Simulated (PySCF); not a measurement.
**In: ionisation energy**

In [Kr] 4d10 5s2 5p1 (2P) → In+ [Kr] 4d10 5s2 (1S), as a difference of total energies. Computed with PySCF 2.14 in aug-cc-pwCVTZ-PP with ECP28MDF, with scalar relativity through the core potential. Correlated levels: valence: 4s2 4p6 4d10 frozen. The calculations carry no spin-orbit coupling.

Question: Order these methods by the ionisation energy they give, lowest first.
A. UHF
B. MP2 (valence)
C. CCSD(T) (valence)
D. CCSD (valence)

Answer: A (5.219 eV), B (5.410 eV), D (5.464 eV), C (5.486 eV).

Errors of the correlated levels include the incompleteness of this basis and the frozen core.

For comparison: 5.603 eV (measured; NIST levels, between the centres of gravity of the two terms).
